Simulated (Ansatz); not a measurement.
Program: Ansatz. Geometries: PBE0-D4/def2-TZVP. ΔE: electronic, gas phase. CBS: MP2 limit from def2 TZ/QZ plus the TZ coupled-cluster correction, frozen cores. This one scheme is used for every species. Functionals use def2-TZVPP. Each species was taken in one conformer, which may not be the lowest.

Consider the formal exchange of groups at the Al–Cl bond: `C[NH][Al]([CH3])[Cl]` + `C#C` → `C#[C][Al]([CH3])[NH]C` + HCl.

```csv
level,ΔE (eV)
PBE0-D4,1.08
HF/def2-TZVPP,1.17
```

Question: What does CCSD(T)/CBS give? (Estimate.)

Answer: The calculation gave: +1.09 eV. The listed levels differ from it by -0.01, 0.08 eV.

Largest T1 diagnostic among the species: 0.013.

In def2-TZVPP, CCSD(T) changes the Hartree–Fock value by −0.13 eV (the triples alone add −0.02 eV) and MP2 by −0.10 eV. From PBE to PBE0 (25 % exact exchange), in def2-TZVPP and without D4, ΔE moves by +0.04 eV.
